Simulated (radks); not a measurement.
Initial-state core-level shifts of neutral magnesium when its valence configuration changes from [Ne] 3s2. Method: non-relativistic Kohn-Sham, PBE, spin-unpolarised, spherical densities, point nucleus; computed with a radial shooting solver on a logarithmic mesh with Libxc functionals. Shifts are changes of the shell-averaged eigenvalues in eV (positive: less bound); the change of the density at the nucleus, which sets a Mossbauer isomer shift, is in e/bohr^3, on a base of 1097.

[
 {"valence": "3s1 3p1", "1s": "-2.103", "2s": "-2.060", "2p": "-2.048", "density at nucleus": "-1.3702"},
 {"valence": "3p2", "1s": "-3.983", "2s": "-3.903", "2p": "-3.876", "density at nucleus": "-3.0216"},
 {"valence": "3s1.5 3p0.5", "1s": "-1.088", "2s": "-1.066", "2p": "-1.060", "density at nucleus": "-0.6439"},
 {"valence": "3s0.5 3p1.5", "1s": "-3.065", "2s": "-3.003", "2p": "-2.984", "density at nucleus": "-2.1648"}
]
